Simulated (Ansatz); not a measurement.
Ansatz (an electronic-structure program) input (B3LYP-D3(BJ)/def2-TZVP):

Ansatz 0.2 input:
```yaml
crystal:
  periodic: [false, false, false]
  atoms:
    - {symbol: Ga, position_ang: [-0.00000000, -0.00000000, 0.00000000]}
    - {symbol: F, position_ang: [-1.47532135, -0.91056668, 0.00813003]}
    - {symbol: F, position_ang: [0.01674986, 1.61779287, -0.62308629]}
    - {symbol: F, position_ang: [1.45857148, -0.70722619, 0.61495626]}
basis:
  gaussian:
    orbitals: def2-TZVP
hamiltonian:
  xc: b3lyp
  dispersion: d3bj
phonons: {temperatures: {t_min: 298.15, t_max: 298.15, t_step: 100}}
```

Output:

```
Functional definition: B3LYP
integrals: 0.05 GiB planned
871 factors; their error is unknown
mean field: 0.50 GiB planned
mean field evaluation 1: about -60529.8524 eV, gradient 7.1e1 eV
mean field evaluation 2: about -60508.3113 eV, gradient 1.4e2 eV
mean field evaluation 4: about -60536.6959 eV, gradient 8.3e-1 eV
mean field evaluation 8: about -60536.8698 eV, gradient 1.9e-2 eV
mean field evaluation 16: about -60536.8698 eV, gradient 6.6e-6 eV
mean field -60536.86978226 eV, -2224.6889311340 hartree, gradient 6.6e-6 eV, S^2 0.000000; 0 other end points of the search recorded, 0 dependent functions left out
the calculation of the forces begins
reference -60536.86997034 eV, -2224.6889380458 hartree; 29, 29 occupied and 112, 112 virtual orbitals, 871 factors
these checks for a lower state are left out or cut short: stability, starts, cluster_reference, orbital_swaps, neighbouring_geometries, increment
integrals: 0.05 GiB planned
871 factors; their error is unknown
mean field: 0.50 GiB planned
mean field -60536.86969089 eV, -2224.6889277763 hartree, gradient 3.0e-6 eV, S^2 0.000000; 0 other end points of the search recorded, 0 dependent functions left out
the calculation of the forces begins
reference -60536.86987899 eV, -2224.6889346888 hartree; 29, 29 occupied and 112, 112 virtual orbitals, 871 factors
these checks for a lower state are left out or cut short: stability, starts, cluster_reference, orbital_swaps, neighbouring_geometries, increment
integrals: 0.05 GiB planned
871 factors; their error is unknown
mean field: 0.50 GiB planned
mean field -60536.86969157 eV, -2224.6889278010 hartree, gradient 2.9e-6 eV, S^2 0.000000; 0 other end points of the search recorded, 0 dependent functions left out
the calculation of the forces begins
reference -60536.86987962 eV, -2224.6889347120 hartree; 29, 29 occupied and 112, 112 virtual orbitals, 871 factors
these checks for a lower state are left out or cut short: stability, starts, cluster_reference, orbital_swaps, neighbouring_geometries, increment
integrals: 0.05 GiB planned
871 factors; their error is unknown
mean field: 0.50 GiB planned
mean field evaluation 32: about -60536.8697 eV, gradient 1.2e-1 eV
mean field -60536.86974024 eV, -2224.6889295897 hartree, gradient 2.1e-6 eV, S^2 0.000000; 0 other end points of the search recorded, 0 dependent functions left out
the calculation of the forces begins
reference -60536.86992832 eV, -2224.6889365014 hartree; 29, 29 occupied and 112, 112 virtual orbitals, 871 factors
these checks for a lower state are left out or cut short: stability, starts, cluster_reference, orbital_swaps, neighbouring_geometries, increment
integrals: 0.05 GiB planned
871 factors; their error is unknown
mean field: 0.50 GiB planned
mean field -60536.86976164 eV, -2224.6889303763 hartree, gradient 1.6e-6 eV, S^2 0.000000; 0 other end points of the search recorded, 0 dependent functions left out
the calculation of the forces begins
reference -60536.86994972 eV, -2224.6889372881 hartree; 29, 29 occupied and 112, 112 virtual orbitals, 871 factors
these checks for a lower state are left out or cut short: stability, starts, cluster_reference, orbital_swaps, neighbouring_geometries, increment
integrals: 0.05 GiB planned
871 factors; their error is unknown
mean field: 0.50 GiB planned
mean field -60536.86971300 eV, -2224.6889285889 hartree, gradient 3.0e-6 eV, S^2 0.000000; 0 other end points of the search recorded, 0 dependent functions left out
the calculation of the forces begins
reference -60536.86990107 eV, -2224.6889355002 hartree; 29, 29 occupied and 112, 112 virtual orbitals, 871 factors
these checks for a lower state are left out or cut short: stability, starts, cluster_reference, orbital_swaps, neighbouring_geometries, increment
integrals: 0.05 GiB planned
871 factors; their error is unknown
mean field: 0.50 GiB planned
mean field -60536.86967419 eV, -2224.6889271624 hartree, gradient 3.0e-6 eV, S^2 0.000000; 0 other end points of the search recorded, 0 dependent functions left out
the calculation of the forces begins
reference -60536.86986228 eV, -2224.6889340745 hartree; 29, 29 occupied and 112, 112 virtual orbitals, 871 factors
these checks for a lower state are left out or cut short: stability, starts, cluster_reference, orbital_swaps, neighbouring_geometries, increment
integrals: 0.05 GiB planned
871 factors; their error is unknown
mean field: 0.50 GiB planned
mean field evaluation 64: about -60536.8698 eV, gradient 1.5e-6 eV
mean field -60536.86977966 eV, -2224.6889310384 hartree, gradient 1.5e-6 eV, S^2 0.000000; 0 other end points of the search recorded, 0 dependent functions left out
the calculation of the forces begins
reference -60536.86996773 eV, -2224.6889379498 hartree; 29, 29 occupied and 112, 112 virtual orbitals, 871 factors
these checks for a lower state are left out or cut short: stability, starts, cluster_reference, orbital_swaps, neighbouring_geometries, increment
integrals: 0.05 GiB planned
871 factors; their error is unknown
mean field: 0.50 GiB planned
mean field -60536.86977956 eV, -2224.6889310346 hartree, gradient 1.8e-6 eV, S^2 0.000000; 0 other end points of the search recorded, 0 dependent functions left out
the calculation of the forces begins
reference -60536.86996764 eV, -2224.6889379467 hartree; 29, 29 occupied and 112, 112 virtual orbitals, 871 factors
Total energy: -60536.93870665 eV, -2224.6914640585 hartree
Atom 0 at     0.000000     0.000000     0.000000 Å, force    -0.000111    -0.000069     0.000001 eV/Å
Atom 1 at    -1.475321    -0.910567     0.008130 Å, force     0.000008     0.000005    -0.000000 eV/Å
Atom 2 at     0.016750     1.617793    -0.623086 Å, force    -0.000043     0.000184    -0.000081 eV/Å
Atom 3 at     1.458571    -0.707226     0.614956 Å, force     0.000146    -0.000121     0.000081 eV/Å
Dipole moment:     0.000002     0.000001    -0.000000 e Å
Vibrations: 181.88 181.92 198.53 657.36 739.81 739.86 cm⁻¹, zero-point energy 0.167339 eV
```
